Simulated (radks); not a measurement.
Results of a calculation; reference values are marked as such.
The mean radii <r> (bohr) of the occupied orbitals of an atom or ion are listed with their occupations. Code: a radial shooting solver on a logarithmic mesh with Libxc functionals. Model: scalar-relativistic Kohn-Sham, BLYP, spin-polarised, spherical densities, finite nucleus; Fermi nuclear charge, rms radius of each element as measured or else 0.836 A^(1/3) + 0.57 fm.

orbital  occ.      <r>
1s up       1  0.03344
1s down     1  0.03344
2s up       1   0.1457
2s down     1   0.1457
2p up       3   0.1269
2p down     3   0.1269
3s up       1   0.4025
3s down     1   0.4024
3p up       3   0.4026
3p down     3   0.4025
3d up       5   0.3833
3d down     5   0.3830
4s up       1   0.9829
4s down     1   0.9814
4p up       3    1.059
4p down     2    1.060
4d up       3    1.250

Name the element and its charge. Open shells, if any, are filled with parallel spins first.

Answer. Z = 44, ruthenium, charge +6: Ru6+ in [Ar] 3d10 4s2 4p5 4d3. The 1s radius gives Z: for a bare nucleus <r> = (2 gamma + 1)/(2Z) with gamma = sqrt(1 - (Z/c)^2), 0.03289 bohr for Z = 44, and screening makes it slightly larger (0.03344 here). The occupations add up to 38, and the charge is Z minus that.
